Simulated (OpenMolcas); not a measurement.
**Ionisation energies of nitrogen**

* Program: OpenMolcas 26.06
* Basis: ANO-R2 [4s4p2d1f]
* Scalar Hamiltonian: X2C, finite nucleus
* Spin-orbit coupling: RASSI with atomic mean-field integrals over the reference wave functions, term energies averaged over their components

Active shells in each charge state: the valence s, p shells, with orbitals averaged over the low states. Where CASPT2's correlated closed shells are named, they are those of the first ion.

A. CASSCF
B. SS-CASPT2, IPEA 0.25 Eh, imaginary shift 0.1 Eh (closed shells correlated: 1s)
C. SS-CASPT2, IPEA 0 Eh, imaginary shift 0.1 Eh (closed shells correlated: 1s)

Energies in eV between the lowest computed levels (charge -1 gives the electron affinity), named as in B; reference values from the NIST Atomic Spectra Database with their kind.

```json
{"From": "N- 2s² 2p⁴ ³P₂", "To": "N 2s² 2p³ ⁴S°_3/2", "A": "-2.353", "B": "-0.914", "C": "-0.928", "Spin-orbit share in B": "+0.003", "Reference": ""}
{"From": "N 2s² 2p³ ⁴S°_3/2", "To": "N+ 2s² 2p² ³P₀", "A": "13.345", "B": "14.377", "C": "14.467", "Spin-orbit share in B": "-0.011", "Reference": "14.534 (measured)"}
{"From": "N+ 2s² 2p² ³P₀", "To": "N2+ 2s² 2p ²P°_1/2", "A": "28.433", "B": "29.378", "C": "29.449", "Spin-orbit share in B": "-0.002", "Reference": "29.601 (semi-empirical)"}
{"From": "N2+ 2s² 2p ²P°_1/2", "To": "N3+ 2s² ¹S₀", "A": "46.190", "B": "47.135", "C": "47.197", "Spin-orbit share in B": "+0.013", "Reference": "47.445 (semi-empirical)"}
{"From": "N3+ 2s² ¹S₀", "To": "N4+ 2s ²S_1/2", "A": "77.354", "B": "77.400", "C": "77.400", "Spin-orbit share in B": "+0.000", "Reference": "77.474 (measured)"}
{"From": "N4+ 2s ²S_1/2", "To": "N5+ 1s² ¹S₀", "A": "97.754", "B": "97.805", "C": "97.805", "Spin-orbit share in B": "+0.000", "Reference": "97.890 (measured)"}
```

Error against the reference values, in %:

```
From       Reference     A     B     C
   N        measured  -8.2  -1.1  -0.5
  N+  semi-empirical  -3.9  -0.8  -0.5
 N2+  semi-empirical  -2.6  -0.7  -0.5
 N3+        measured  -0.2  -0.1  -0.1
 N4+        measured  -0.1  -0.1  -0.1
```

Mean absolute error over the 3 measured values: A 0.48 eV, B 0.11 eV, C 0.07 eV. C lies closest.

No diffuse functions were added, so the electron affinity comes out too small, and without dynamic correlation a bound anion can come out unbound.

° marks odd parity.
